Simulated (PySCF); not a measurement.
Work out the structure from these simulated measurements.

Elements present: C, H and N. Monoisotopic mass: 89.0265 u.

* Dipole: 4.45 D [PBE0/pcSseg-1]
* 13C NMR: chemical shifts (computed TMS as zero) by class: 125.6 (1 C), 118.1 (2 C), 87.9 (1 C), 73.8 (1 C), 2.6 (1 C) ppm [GIAO PBE0/pcSseg-1]
* NMR, other nuclei: isotropic shieldings of nuclei other than C and H, by class: -23 (1 N) ppm [GIAO PBE0/pcSseg-1]
* Couplings: largest of the computed one-bond spin–spin couplings (means over like bonds): 13C–1H +267.9, 13C–1H +257.8 (×2), 13C–13C +203.0, 13C–13C +109.6, 13C–13C +100.8, 13C–13C +72.7, 15N–13C -21.1, 13C–13C +11.5 (×2) Hz [B3LYP/pcJ-1, spin–dipole term left out for some pairs]
* Rotational structure: rotational constants A, B, C: 3.786, 2.755, 1.763 GHz [GFN2-xTB]
* 1H NMR: chemical shifts (computed TMS as zero) by class: 7.15 (2 H), 1.48 (1 H) ppm [GIAO PBE0/pcSseg-1]

The electronic properties come from PySCF, for the isolated species, density fitting. Levels stand in brackets. Geometry: GFN2-xTB; no solvent, vibrations or thermal averaging. NMR values are class means; diastereotopic atoms form classes of their own.

Question: Which formula fits the mass and the elements?

Answer: C6H3N (calculated 89.0265). No other formula that holds each of these elements comes within 0.0003 u with a fitting electron parity and a possible valence count.

Question: Give a SMILES that accounts for the data.

Answer: Numbering: `[CH:1]#[C:2][C:3]1([C:4]#[N:5])[CH:6]=[CH:7]1`. Its formula, C6H3N, gives 6 degrees of unsaturation: 1 ring and 5 π bonds in the structure found. 6 carbons fall into 5 classes; from least to most shielded: nitrile carbon [C4] (125.6 ppm), alkene CH carbon [C6/C7] (118.1 ppm, 2 C), alkyne carbon [C2] (87.9 ppm), terminal alkyne carbon [C1] (73.8 ppm), sp3 carbon next to a nitrile [C3] (2.6 ppm). Hydrogen classes from least to most shielded: 2 H on 2 alkene CH carbons, C6/C7 (7.15 ppm), 1 H on a terminal alkyne carbon, C1 (1.48 ppm). The other shieldings belong to: -23 ppm, nitrile nitrogen [N5]. The couplings run between: +267.9 Hz, terminal alkyne carbon [C1] and its hydrogen; +257.8 Hz, alkene CH carbon [C6] and its hydrogen (with 1 like pair); +203.0 Hz, terminal alkyne carbon [C1] and alkyne carbon [C2]; +109.6 Hz, alkyne carbon [C2] and sp3 carbon next to a nitrile [C3]; +100.8 Hz, sp3 carbon next to a nitrile [C3] and nitrile carbon [C4]; +72.7 Hz, alkene CH carbon [C6] and alkene CH carbon [C7]; -21.1 Hz, nitrile nitrogen [N5] and nitrile carbon [C4]; +11.5 Hz, sp3 carbon next to a nitrile [C3] and alkene CH carbon [C6] (with 1 like pair). The optimised geometry has point group Cs and is an asymmetric top. Structure: `C#CC1(C#N)C=C1`. Computed isomers that give other values at the same levels: `CC#CC#CC#N` (13C chemical shifts (computed TMS as zero) by class: 112.6 (1 C), 85.4 (1 C), 72.1 (1 C), 72.0 (1 C), 55.0 (1 C), 5.3 (1 C) ppm); `C#C[C@@H]1C=C1C#N` (13C chemical shifts (computed TMS as zero) by class: 133.3 (1 C), 114.5 (1 C), 108.5 (1 C), 90.3 (1 C), 71.9 (1 C), 14.9 (1 C) ppm); `C#CC=C=CC#N` (13C chemical shifts (computed TMS as zero) by class: 245.2 (1 C), 115.0 (1 C), 97.2 (1 C), 86.4 (1 C), 75.1 (1 C), 75.0 (1 C) ppm). The assignments are read from this structure; whether some other isomer fits the data as well wasn't checked.
